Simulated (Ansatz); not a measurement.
Species: TiI2 (charge 0, triplet). The spin state was set by rule; other spins were not relaxed. SMILES: [I][Ti][I]
Coordinates optimised at B3LYP-D3(BJ)/def2-TZVP (Ansatz, a program for electronic structure):
```xyz
3

Ti     0.0000     0.0000     0.0000
I      0.0000     0.0000     2.6140
I      0.0000     0.0000    -2.6140
```
Charge 0, spin multiplicity 3.

Quantity: atomisation energy (electronic, to ground-state atoms), in kJ/mol. Cores are frozen in the correlated levels unless marked. UHF or UKS for open shells. No spin-orbit coupling. Frozen are the shells of the preceding noble gas and the d and f shells that filled before the atom's block. In def2 rows, elements after Kr have scalar-relativistic effective core potentials. The coupled-cluster limit lacks core correlation, which all-electron functionals hold. Basis-set limits of correlation are two-point, X^-3; Hartree-Fock from the larger set. [CCSD(T)-MP2]/basis is that difference in the basis named.

```tsv
level	program	atomisation energy (kJ/mol)
PBE-D3(BJ)/def2-TZVPD	Ansatz + dftd3	(withheld)
PBE0-D4/def2-TZVP	Ansatz + dftd4	721.5
HSE06-D3(BJ)/def2-TZVPD	Ansatz + dftd3	724.7
HSE06-D4/def2-TZVPD	Ansatz + dftd4	723.0
wB97X-V/def2-TZVPD	Ansatz	(withheld)
wB97X/def2-TZVPD	Ansatz	(withheld)
B2GP-PLYP-D4/def2-TZVPD	Ansatz + dftd4	668.7
RPA@PBE/def2-TZVPP	Ansatz	597.6
RPA@PBE/def2-QZVPP	Ansatz	(withheld)
SCS-MP2/def2-SVP	Ansatz	607.6
RI-MP2/CBS(def2-TZVPP,def2-QZVPP)+[CCSD(T)-MP2]/def2-TZVPP	Ansatz	688.4
```

Q: Some entries are withheld; supply them.

A: 
- PBE-D3(BJ)/def2-TZVPD, atomisation energy (kJ/mol): 751.5
- wB97X-V/def2-TZVPD, atomisation energy (kJ/mol): 705.6
- wB97X/def2-TZVPD, atomisation energy (kJ/mol): 677.9
- RPA@PBE/def2-QZVPP, atomisation energy (kJ/mol): 614.5
